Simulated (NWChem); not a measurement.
# InPH₄; SMILES [PH2][InH2]

Results from NWChem. All runs use the structure optimised with PBE0/def2-SVP. def2 effective core potentials on In; no spin-orbit coupling. Level PBE/def2-SVP: energy and gradient on several grids; changes count from the extra-fine grid, which is no exact limit either.

```csv
grid,size of the energy change (μHa),largest change of a gradient component (μHa/bohr)
xcoarse,5000,3000
coarse,100,2000
medium,30,80
fine,< 10,< 30
xfine,< 10,< 30
```
